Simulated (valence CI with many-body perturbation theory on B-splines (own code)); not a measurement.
# From CI to CI+MBPT in Tm²⁷⁺

Computed by configuration interaction combined with many-body perturbation theory (CI+MBPT): six valence electrons over a frozen Dirac-Fock core [Kr], a basis of 7 s, 7 p, 8 d, 6 f, 4 g, 1 h functions for each j, with the one-electron correlation potential Σ1, the two-electron term Σ2, the three-electron term Σ3, Breit, model QED; selected CI, second order for the rest, scaled by the run's own slope (own B-spline code, finite nucleus).

The last digits are not significant, and no measured levels were compared; by estimate large intervals hold to a few tenths of a per cent, small ones and those within an open d or f shell to about a per cent. Core correlation moves these levels by up to 8400 cm⁻¹, and in measured spectra 5 to 20 % of such shifts remained as error; rates that hang on mixing are uncertain with them. Among the levels kept, up to 780 cm⁻¹ of a level comes from second order outside the variational space, and about a tenth of that is noise between levels of different J, which matters for small intervals. Only levels of the ground parity were solved; by the run's estimate the other parity begins above the list, which can be wrong where configurations are misplaced.

Each rung adds one term. CI alone is the Dirac-Coulomb CI over the frozen core; QED comes last and gives the full result, which names the levels. Energies are above (4d3/2^4 4d5/2^2) J=4 on the same rung, in cm⁻¹.

Levels are named by their leading jj configuration (3d3/2^4 stands for four electrons in 3d with j = 3/2), which in mixed levels can hold well under half, so a name can repeat and another be missing. Letters in brackets count levels of one name in rising energy.

| Level | CI alone | Σ1 | Σ2 | Σ3 | Breit | QED | Full |
| --- | --- | --- | --- | --- | --- | --- | --- |
| (4d3/2^4 4d5/2^2) J=2 | 19700 | -4 | +156 | -1532 | +381 | -5 | 18697 |
| (4d3/2^4 4d5/2^2) J=0 | 54511 | +128 | +2461 | -1614 | +204 | +52 | 55742 |
| (4d3/2^3 4d5/2^3) J=3 [a] | 70190 | +603 | +1363 | +605 | -1674 | +243 | 71331 |
| (4d3/2^3 4d5/2^3) J=4 [a] | 83862 | +533 | -332 | -393 | -1603 | +210 | 82278 |
| (4d3/2^3 4d5/2^3) J=1 [a] | 82130 | +607 | +2047 | -137 | -1424 | +245 | 83469 |
| (4d3/2^3 4d5/2^3) J=5 | 107368 | +598 | -2205 | -1110 | -2054 | +221 | 102819 |
| (4d3/2^3 4d5/2^3) J=6 | 110107 | +620 | -2903 | -1145 | -2428 | +224 | 104475 |
| (4d3/2^3 4d5/2^3) J=2 [a] | 121364 | +599 | -599 | -2739 | -1589 | +229 | 117265 |
| (4d3/2^3 4d5/2^3) J=3 [b] | 124158 | +623 | -798 | -1861 | -1785 | +235 | 120571 |
| (4d3/2^3 4d5/2^3) J=2 [b] | 148850 | +843 | +501 | -1745 | -2170 | +317 | 146595 |
| (4d3/2^3 4d5/2^3) J=0 | 154399 | +555 | -2754 | -4373 | -1248 | +202 | 146783 |
| (4d3/2^3 4d5/2^3) J=1 [b] | 155045 | +679 | -1367 | -3011 | -1427 | +253 | 150173 |
| (4d3/2^3 4d5/2^3) J=4 [b] | 157560 | +710 | -1045 | -2787 | -2149 | +264 | 152551 |
| (4d3/2^3 4d5/2^3) J=3 [c] | 168771 | +636 | -2234 | -3928 | -1568 | +232 | 161908 |
| (4d3/2^2 4d5/2^4) J=2 [a] | 168103 | +1006 | +2562 | -1642 | -2922 | +417 | 167524 |
| (4d3/2^2 4d5/2^4) J=0 [a] | 173964 | +1099 | +3503 | -594 | -2964 | +448 | 175457 |
| (4d3/2^2 4d5/2^4) J=4 [a] | 186150 | +1181 | +760 | -1408 | -3720 | +466 | 183429 |
| (4d3/2^2 4d5/2^4) J=3 [a] | 196200 | +1132 | +84 | -2081 | -3309 | +447 | 192472 |
| (4d3/2^2 4d5/2^4) J=5 | 198314 | +1231 | -784 | -1356 | -4109 | +475 | 193770 |
| (4d3/2^2 4d5/2^4) J=6 | 212677 | +1249 | -2386 | -2088 | -4481 | +472 | 205443 |
| (4d3/2^2 4d5/2^4) J=3 [b] | 211515 | +1244 | -277 | -2176 | -3706 | +482 | 207082 |
| (4d3/2^2 4d5/2^4) J=1 | 224286 | +1145 | -923 | -3834 | -3115 | +445 | 218003 |
| (4d3/2^2 4d5/2^4) J=4 [b] | 232540 | +1198 | -1853 | -3207 | -3893 | +460 | 225245 |
| (4d3/2^2 4d5/2^4) J=2 [b] | 232596 | +1191 | -616 | -4462 | -3515 | +463 | 225656 |
| (4d3/2^2 4d5/2^4) J=2 [c] | 259380 | +1210 | +1145 | -4614 | -3360 | +473 | 254235 |
| (4d3/2^2 4d5/2^4) J=4 [c] | 269154 | +1300 | -276 | -4166 | -3890 | +497 | 262619 |
| (4d3/2 4d5/2^5) J=1 | 272867 | +1735 | +6047 | -2320 | -4990 | +705 | 274043 |
| (4d3/2 4d5/2^5) J=4 | 316480 | +1737 | +1705 | -4023 | -5525 | +690 | 311065 |
| (4d3/2^2 4d5/2^4) J=2 [d] | 322949 | +1253 | -2688 | -6929 | -3292 | +469 | 311762 |
| (4d3/2 4d5/2^5) J=2 | 328199 | +1747 | +2220 | -5084 | -5252 | +699 | 322530 |
| (4d3/2 4d5/2^5) J=3 | 332152 | +1813 | +1331 | -4320 | -5435 | +715 | 326257 |

The middle columns are the shifts that each term adds.

(1) How does the ionisation energy move along the ladder, and which term matters most?

## Answers

(1) CI alone 998.8, + Σ1 1001.2, + Σ2 1005.0, + Σ3 1005.3, + Breit 1005.0, + QED 1005.1 eV. The largest step is Σ2, 3.8 eV. NIST lists 1004 ± 4 eV (theoretical).
